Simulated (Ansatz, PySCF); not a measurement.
This singlet lies 1.77 eV below the relaxed triplet at the level frozen-core CCSD(T)/aug-cc-pVDZ // PBE0-D3(BJ)/def2-TZVPD (Ansatz, a program for electronic structure).

Cartesian coordinates (Å):
SMILES: [Al-]([Cl])[N+]#[C-]
```xyz
4

C     -2.0225     0.0652     0.3781
N     -0.8717     0.1983     0.5394
Al     0.9242     0.8369     0.9339
Cl     1.9701    -1.1004     0.3983
```
Charge -1, spin multiplicity 1.

**Question.** Give the HOMO and total energy at the level PBE0-D3(BJ)/def2-TZVPD in PySCF 2.14.0.

**Answer.** 
```
Quantity             Value
------------  ------------
HOMO              -1.14 eV
total energy  -795.2859 Ha
```
